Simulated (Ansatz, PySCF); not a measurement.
Noncovalent pair: CH5N (SMILES CN) (first 7 atoms) with CH2O2 (SMILES O=CO); geometry from B3LYP-D3(BJ)/def2-TZVP, rigid monomers moved along the line of their centres of mass till N2···H12 is 2.30 Å.
(charge 0, multiplicity 1):
```xyz
12

C     -0.28243     0.21700     0.09659
N      0.80153    -0.51392     0.77010
H      0.03996     1.24075    -0.09344
H     -1.14173     0.24602     0.76498
H     -0.59080    -0.23331    -0.85142
H      1.62336    -0.58020     0.18076
H      0.50019    -1.45765     0.98962
O     -1.05249    -0.79410     3.99130
C     -0.25234    -0.05602     4.51689
O      0.82072     0.45999     3.94496
H     -0.33888     0.27426     5.56297
H      0.87592     0.12457     2.98093
```

Counterpoise-corrected where a basis set is named; no monomer relaxation. Rows marked so take none.

Correlated levels freeze the cores. Rows in 6-31G* carry no dispersion term and start afresh at each structure (6-31G* with six Cartesian d functions).

Run with Ansatz (a program for electronic structure) with Gaussian orbitals; PySCF for 6-31G* rows, the dispersion terms. Each number belongs to the level named beside it.

```
level                            interaction energy (kcal/mol)
-------------------------------  -----------------------------
HF/6-31G* (no counterpoise)                              -9.72
BP86/6-31G* (no counterpoise)                           -10.78
r2SCAN/def2-TZVPPD                                       -9.30
r2SCAN-D3(BJ)/def2-TZVPPD                                -9.74
B3LYP-D4/def2-TZVPPD                                     -9.60
M06-2X/6-31G* (no counterpoise)                         -11.55
wB97X-V/def2-TZVPPD                                      -9.48
SCS-MP2/aug-cc-pVDZ                                        ___
CCSD(T)/aug-cc-pVDZ                                        ___
```

### Question
What belongs in the gaps?

### Answer

- SCS-MP2/aug-cc-pVDZ, interaction energy (kcal/mol): -8.45
- CCSD(T)/aug-cc-pVDZ, interaction energy (kcal/mol): -8.87
